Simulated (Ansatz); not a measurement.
Reaction (ligand exchange at the Si–S bond): `CO[SiH2]SC` + `N[SiH2]F` → `CO[SiH2]N[SiH2]F` + CH₃SH

Isolated molecules relaxed with PBE0-D4/def2-TZVP in Ansatz; ΔE leaves out vibrations. CBS: MP2 limit from def2 TZ/QZ plus the TZ coupled-cluster correction, frozen cores. This one scheme is used for every species. Functionals use def2-TZVPP. B3LYP here is the variant with VWN-RPA as its local correlation; programs differ in this. Each species was taken in one conformer, which may not be the lowest.

```csv
level,ΔE (kcal/mol)
B3LYP,-0.4
HF/def2-TZVPP,-3.2
MP2/def2-TZVPP,0.1
CCSD(T)/def2-TZVPP,-0.9
```

**Question.** What does CCSD(T)/CBS give? (Best estimate.)

**Answer.** The calculation gave: -0.1 kcal/mol. The listed levels differ from it by -0.3, -3.1, 0.2, -0.8 kcal/mol.

Largest T1 diagnostic among the species: 0.011.

From PBE to PBE0 (25 % exact exchange), in def2-TZVPP and without D4, ΔE moves by −1.0 kcal/mol. In def2-TZVPP, CCSD(T) changes the Hartree–Fock value by +2.3 kcal/mol (the triples alone add +0.6 kcal/mol) and MP2 by +3.2 kcal/mol.
